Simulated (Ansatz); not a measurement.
C5HAlClF7O2, SMILES `FC(F)(F)C1=CC(C(F)(F)F)=[O+][Al-]([F])([Cl])[O]1`. The species carries charge 0 and has multiplicity 1. The structure was optimised at the PBE0-D4/def2-TZVP level.

```xyz
17

F     3.265    1.297    0.624
C     2.591    0.542   -0.219
F     2.690    1.065   -1.441
F     3.140   -0.674   -0.245
C     1.110    0.432    0.180
C     0.280   -0.339   -0.621
C    -1.069   -0.455   -0.319
C    -1.943   -1.306   -1.255
F    -3.199   -1.326   -0.861
F    -1.479   -2.557   -1.287
F    -1.886   -0.814   -2.493
O    -1.663    0.074    0.658
Al   -0.896    1.106    1.949
F    -1.491    2.630    1.832
Cl   -0.903    0.098    3.771
O     0.770    1.065    1.215
H     0.683   -0.840   -1.489
```

**Question.** What is the dipole moment at r2SCAN/def2-TZVPP? (Estimate.)

**Answer.** Computed: 3.61 D, with components (1.35, -1.69, -2.89) D in this frame, pointing from negative to positive charge.

**Question.** And with PBE, B3LYP, ωB97M-V? (An estimate is asked.)

**Answer.** Computed: PBE 3.49 D, B3LYP 3.65 D, ωB97M-V 3.67 D.

**Question.** Give the Mulliken charges with r2SCAN, PBE, ωB97M-V in def2-TZVPP. (Best estimate.)

**Answer.** Computed: 
```
atom  r2SCAN    PBE  ωB97M-V
  F1   -0.14  -0.10    -0.13
  C2    0.51   0.40     0.48
  F3   -0.16  -0.11    -0.15
  F4   -0.16  -0.11    -0.15
  C5    0.26   0.16     0.21
  C6   -0.26  -0.21    -0.18
  C7    0.26   0.16     0.21
  C8    0.51   0.40     0.48
  F9   -0.14  -0.10    -0.13
 F10   -0.16  -0.11    -0.15
 F11   -0.16  -0.12    -0.15
 O12   -0.25  -0.16    -0.24
Al13    0.61   0.49     0.56
 F14   -0.35  -0.31    -0.34
Cl15   -0.26  -0.24    -0.23
 O16   -0.25  -0.16    -0.24
 H17    0.10   0.12     0.14
```

B3LYP here is the variant with VWN-RPA as its local correlation; programs differ in this.
